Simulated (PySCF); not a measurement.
## UHF on Ni (nickel, neutral)

Configuration: [Ar] 3d8 4s2, high-spin 3F determinant. All numbers are calculated (PySCF 2.14, the spin-free X2C one-electron Hamiltonian (Gaussian nucleus), in aug-cc-pVDZ-DK (7s6p4d2f, 59 functions)).

* Total energy: -1519.096904 hartree
* One-electron energy: -2108.9844 hartree
* Hartree (Coulomb) energy: 652.3229 hartree
* Exchange energy: -62.4355 hartree
* ⟨S²⟩: 2.0054
* ⟨L²⟩: 12.024
* Sum of ⟨r⟩: 21.86 bohr
* Sum of ⟨r²⟩: 37.24 bohr²
* Langevin diamagnetic susceptibility: -29.5 ×10⁻⁶ cm³/mol
* Time after the integrals: 0.35 s of wall time on 1 thread of Neoverse-V2 (shared host)

```csv
shell,electrons,mean orbital energy (eV),spread (eV),"rms radius, mean of both spins (bohr)"
1s α,1,-8402.0,0,0.0624
1s β,1,-8401.9,0,0.0624
2s α,1,-1051.8,0,0.265
2s β,1,-1049.8,0,0.265
2p α,3,-901.09,0,0.238
2p β,3,-899.07,0,0.238
3s α,1,-138.91,0,0.795
3s β,1,-133.54,0,0.795
3p α,3,-93.187,0,0.849
3p β,3,-86.760,0,0.849
3d α,5,-19.908,1.454,1.11
3d β,3,-17.291,0,1.11
4s α,1,-7.909,0,3.26
4s β,1,-7.422,0,3.26
```

Densities and radii are taken from the X2C orbitals without a picture-change correction, which distorts them close to the nucleus.
